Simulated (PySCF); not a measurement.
PySCF input file for Y(OH)2 (H₂O₂Y), SMILES [OH][Y][OH] (connectivity only; charge and spin as stated), neutral, multiplicity 2, r2SCAN-D4/def2-TZVP. Coordinates come from a r2SCAN-D4/def2-TZVP optimisation. The def2 effective core potentials stand for the cores of Y; spin–orbit coupling is left out. Other conformers were not sampled.

```python
import numpy as np
from pyscf import gto, scf, dft, df
from pyscf.hessian import thermo

mol = gto.M(
    atom='''
    Y    -0.00000000    0.00000000    0.34765320
    O     0.00000000    1.71706452   -0.67441780
    H    -0.00000000    2.35772434   -1.38389496
    O     0.00000000   -1.71706453   -0.67441779
    H    -0.00000001   -2.35772435   -1.38389497
    ''',
    basis='def2-TZVP',
    ecp={'Y': 'def2-tzvp'},
    charge=0,
    spin=1,
    max_memory=1600,
    verbose=3,
)
mf = dft.UKS(mol, xc='r2scan').density_fit(auxbasis='def2-universal-jkfit')
mf.disp = 'd4'
mf.grids.level = 4
mf.conv_tol = 1e-11
mf.max_cycle = 100
mf.kernel()
fine, coarse = mf.grids, dft.Grids(mol).set(level=1).build(with_non0tab=True)
for _ in range(3):  # follow internal instabilities
    mf.grids = coarse
    mo, _, stable, _ = mf.stability(return_status=True, nroots=4)
    mf.grids = fine
    if stable:
        break
    mf.kernel(mf.make_rdm1(mo, mf.mo_occ))

# [left out here: the lines that compute and print the analytic Hessian (its translational invariance restored by hand, since the grid's response is missing), thermochemistry and intensities]
```

Program output:

```

WARN: HOMO -0.49553668497655 >= LUMO -0.495536684976551

converged SCF energy = -190.085337078866  <S^2> = 0.75113143  2S+1 = 2.0011311
<class 'pyscf.df.df_jk.DFUKS'> wavefunction is stable in the internal stability analysis

WARN: MGGA Hessian is sensitive to dft grids. grids.level 4 may not be dense enough.


WARN: DFTD4 does not support analytical Hessian, using finite difference.


WARN: Mole.unit (angstrom) is changed to Bohr

Mode                                 0                   1                   2
Irrep
Freq [cm^-1]                      119.3715            302.9686            360.5557
Reduced mass [au]                   4.5871              1.1456              1.1876
Force const [Dyne/A]                0.0385              0.0620              0.0910
Char temp [K]                     171.7490            435.9044            518.7593
Normal mode                   x     y     z       x     y     z       x     y     z
       0   Y                -0.00 -0.00 -0.04    0.00  0.01 -0.00   -0.01  0.00  0.00
       1   O                 0.00  0.10  0.11   -0.00 -0.05 -0.04    0.07  0.00 -0.00
       2   H                -0.00  0.21  0.21    0.00  0.49  0.44   -0.64  0.00  0.00
       3   O                -0.00 -0.10  0.11   -0.00 -0.05  0.04    0.07 -0.00 -0.00
       4   H                 0.00 -0.21  0.21    0.00  0.49 -0.44   -0.65  0.00  0.00
Mode                                 3                   4                   5
Irrep
Freq [cm^-1]                      363.1828            372.8701            624.5304
Reduced mass [au]                   1.1194              1.2358              9.5327
Force const [Dyne/A]                0.0870              0.1012              2.1907
Char temp [K]                     522.5391            536.4770            898.5603
Normal mode                   x     y     z       x     y     z       x     y     z
       0   Y                 0.00  0.00  0.00    0.00 -0.00 -0.01   -0.00 -0.05  0.00
       1   O                -0.06 -0.00 -0.00   -0.00  0.06  0.05    0.00  0.13 -0.08
       2   H                 0.67  0.00  0.00    0.00 -0.46 -0.43    0.00  0.16 -0.05
       3   O                 0.06 -0.00 -0.00    0.00 -0.06  0.05    0.00  0.13  0.08
       4   H                -0.66  0.00  0.00   -0.00  0.46 -0.43   -0.00  0.16  0.05
Mode                                 6                   7                   8
Irrep
Freq [cm^-1]                      642.5532           3928.1600           3928.8103
Reduced mass [au]                   8.5429              1.0684              1.0690
Force const [Dyne/A]                2.0781              9.7133              9.7215
Char temp [K]                     924.4910           5651.7477           5652.6833
Normal mode                   x     y     z       x     y     z       x     y     z
       0   Y                 0.00  0.00  0.03    0.00 -0.00 -0.00    0.00  0.00 -0.00
       1   O                -0.00  0.13 -0.09   -0.00  0.03 -0.03   -0.00 -0.03  0.03
       2   H                -0.00  0.17 -0.06    0.00 -0.46  0.50   -0.00  0.46 -0.51
       3   O                -0.00 -0.13 -0.09    0.00  0.03  0.03    0.00  0.03  0.03
       4   H                 0.00 -0.17 -0.06   -0.00 -0.46 -0.51   -0.00 -0.46 -0.50
temperature 298.1500 [K]
pressure 101325.00 [Pa]
Rotational constants [GHz] 17.54025 4.78820 3.76140
Symmetry number 2
Zero-point energy (ZPE) 0.02425 [Eh]   63659.292 [J/mol]
                           tot       elec      trans        rot        vib
Entropy [J/mol/K]       306.965      5.763    168.754     96.472     35.976
Cv [J/mol/K]             67.428      0.000     12.472     12.472     42.484
Cp [J/mol/K]             75.742      0.000     20.786     12.472     42.484
Internal energy [J/mol]                      3718.434   3718.434  70047.181
Internal energy [Eh]   -190.05582  -190.08534
Enthalpy [J/mol]                             6197.391   3718.434  70047.181
Enthalpy [Eh]          -190.05488
Gibbs free energy [J/mol]                  -44116.544 -25044.790  59321.023
Gibbs free energy [Eh] -190.08974
mode   freq/cm-1   IR/(km/mol)
   1      119.37         0.260
   2      302.97       158.756
   3      360.56       177.138
   4      363.18         0.001
   5      372.87        76.859
   6      624.53       136.224
   7      642.55        70.052
   8     3928.16       138.836
   9     3928.81       145.996
max |gradient| / (hartree/bohr): 0.00013777736966094975
APT charges: [ 1.0745 -0.8324  0.2976 -0.8324  0.2976]
```

The run converged.
